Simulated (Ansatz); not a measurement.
Cd₂O₃H₂, relaxed as a singlet with RKS r2SCAN-D4/def2-SVP in Ansatz, starting from the GFN1-xTB geometry. Force threshold 0.02 eV/Å.

In the def2 sets Cd takes a core potential; there is no spin–orbit coupling. The structure comes from a short search, and lower isomers may exist.

Start:

```xyz
7

Cd    0.5248   -1.0651   -1.5460
Cd    0.8177    0.1814    0.9422
O    -0.3729    1.5758    1.5446
O    -1.0408   -1.7367   -0.5705
O     1.9543   -0.1146   -0.6561
H    -0.1105    2.2732    0.9366
H    -1.7726   -1.1140   -0.6509
```

```csv
step,energy (eV),largest force component (eV/Å),SCF passes
1,-15295.3940,1.829,21
2,-15295.8648,0.611,30
3,-15296.0899,0.572,31
4,-15296.3162,0.909,29
5,-15296.5265,0.987,30
6,-15296.6919,0.923,30
7,-15296.8305,0.645,22
8,-15296.9395,0.393,21
9,-15297.0254,0.402,21
10,-15297.0852,0.270,21
11,-15297.1258,0.162,21
12,-15297.1468,0.143,21
13,-15297.1543,0.263,20
14,-15297.1579,0.070,22
15,-15297.1592,0.011,21
16 (rejected),-15297.1443,1.051,22
17,-15297.1593,0.037,22
18,-15297.1594,0.147,21
19,-15297.1600,0.023,21
20,-15297.1603,0.078,21
21,-15297.1605,0.050,22
22,-15297.1606,0.003,22
```

Force components are those of the run's own axes.

End:

```xyz
7

Cd   -0.002   -1.443   -1.007
Cd    0.996    1.191    0.815
O     0.745    2.524    2.236
O    -1.280   -2.854   -1.490
O     1.411   -0.178   -0.520
H     0.165    3.235    1.929
H    -2.034   -2.475   -1.963
```

By distances, no bond broke or formed, bridged metal pairs apart. The bond that changes most is Cd2–O3, from 1.93 to 1.96 Å (atoms count from 1). Metal–metal contacts that move far: Cd1–Cd2 2.80 to 3.35 Å. The end is the same structure that another start reached, the lowest one found.

The force fell under the threshold at step 15, but the optimiser went on. No frequencies were taken in this run, so the end may be a saddle point.

Hardware: 4 threads of Arm Neoverse V1 on a shared host. Wall time 39 s.
